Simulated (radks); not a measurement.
Valence configurations of Dy I (all share [Xe]). Calculated with a radial shooting solver on a logarithmic mesh with Libxc functionals: scalar-relativistic Kohn-Sham, PBEsol, spin-polarised, spherical densities, point nucleus; open shells are filled with parallel spins first (spin-orbit coupling, left out, can overturn this in heavy ions). Energies are relative to 4f10 6s2; eigenvalues in eV for spin up.

valence               E (eV)  moment (Bohr magnetons)    e(4f)   e(5d)   e(6p)   e(6s)
4f10 6s2               0.000                        4   -4.397       -       -  -3.821
4f10 5d0.5 6s1 6p0.5   1.943                        6   -4.390  -1.776  -1.660  -4.397
4f10 5d1 6s1           1.949                        6   -3.380  -1.163       -  -3.908
4f10 6s1 6p1           2.077                        6   -5.582       -  -2.055  -4.930
4f9 5d1 6s2            2.094                        6  -10.716  -2.691       -  -4.499
4f9 6s2 6p1            3.862                        6  -13.982       -  -2.423  -5.857
4f10 5d0.5 6p1.5       4.694                        6   -5.673  -2.610  -2.228       -
4f10 6p2               4.972                        6   -6.895       -  -2.576       -
4f8 6s2 6p2           15.884                        8  -25.019       -  -3.471  -7.702

NIST lists [Xe] 4f10 6s2 as the ground configuration; this level of theory agrees among the configurations tried. The energies are those of spherical high-spin densities, not of single terms. No valid solution was reached for [Xe] 4f11 6s1.
